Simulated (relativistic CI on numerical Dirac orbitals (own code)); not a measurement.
## Radial parameters of Pr²⁷⁺

Calculated at this level of theory: Dirac-Coulomb-Breit CI, separate exchange-only KLI orbitals for each configuration, QED by a radiative potential, unscaled Slater integrals (own radial code, finite nucleus).

Slater integrals F^k, G^k are unscaled and averaged over j, outside the closed core [Ar] 3d10; ζ comes from projecting the Hamiltonian with its Breit term on Σ l·s of the shell.

- 4s²4p²: F^2(4p,4p) = 179930, ζ(4p) = 151330 cm⁻¹; <r>(4p) = 0.5718, <r^2>(4p) = 0.3693 (bohr units).
- 4s4p³: F^2(4p,4p) = 179910, G^1(4s,4p) = 235610, ζ(4p) = 151180 cm⁻¹; <r>(4s) = 0.5579, <r^2>(4s) = 0.3494, <r>(4p) = 0.5719, <r^2>(4p) = 0.3694 (bohr units).
- 4s²4p4d: ζ(4p) = 151650, F^2(4p,4d) = 175830, G^1(4p,4d) = 219550, G^3(4p,4d) = 140510, ζ(4d) = 18227 cm⁻¹; <r>(4p) = 0.5721, <r^2>(4p) = 0.3696, <r>(4d) = 0.5786, <r^2>(4d) = 0.3822 (bohr units).

Averages of the first 10 configurations, taken without configuration mixing, which lowers the lowest level and can move excited configurations by several eV; other configurations of the list can lie among them:

```
Configuration  Parity  States  Average energy above the lowest level (eV)
       4s²4p²    even      15                                        39.7
        4s4p³     odd      40                                       123.0
      4s²4p4d     odd      60                                       159.4
          4p⁴    even      15                                       214.2
      4s4p²4d    even     300                                       239.1
      4s²4p4f    even      84                                       278.0
      4s4p²4f     odd     420                                       358.0
        4p³4d     odd     200                                       326.8
      4s4p4d²     odd     540                                       357.5
      4s²4d4f     odd     140                                       398.1
```
